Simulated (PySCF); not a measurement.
CaCl2, charge +1, doublet, geometry from GFN2-xTB (such geometries of metal compounds can be far from the true shape) (a state made from the parent by changing its charge; the spin is typed, not shown lowest). Base run: PBE/def2-SVP (PySCF).

PySCF was given this input:
```python
from pyscf import gto, scf, dft, solvent

mol = gto.M(
    atom='''
Ca    0.721741   -0.855019    0.543995
Cl    0.570222    0.732064   -1.279703
Cl   -1.419329    0.273841    0.639709
''',
    basis='def2-svp',
    charge=1,
    spin=1,
    verbose=4,
)

mf = dft.UKS(mol)
mf.xc = 'pbe'
mf.kernel()
mf.analyze()
```

Each row names what was changed in the base input (with any setting that the change needs).

```tsv
change	ΔE vs base (kJ/mol)
base	0.00
model = IEF-PCM; solvent = n-hexane; vdw_scale = 1.0	-156.2
model = IEF-PCM; solvent = n-hexane; lebedev_order = 11	-122.8
model = ddCOSMO; solvent = n-hexane	-216.3
model = SS(V)PE; solvent = n-hexane	-121.6
model = IEF-PCM; solvent = chloroform	-210.7
model = COSMO; solvent = n-hexane	-99.0
model = IEF-PCM; solvent = n-hexane; r_probe = 0.5	-100.5
model = IEF-PCM; solvent = methanol	-263.6
model = IEF-PCM; solvent = n-hexane; vdw_scale = 1.1	-136.7
model = IEF-PCM; solvent = n-hexane; lebedev_order = 41	-122.3
model = IEF-PCM; solvent = n-hexane; vdw_scale = 1.4	-102.2
```

The base is the gas phase, so ΔE is the electrostatic part of solvation at a fixed geometry, without cavity and dispersion terms.

Open shells are given as the SCF converged; they aren't shown to be the lowest states, and a large step between rows can be another state.
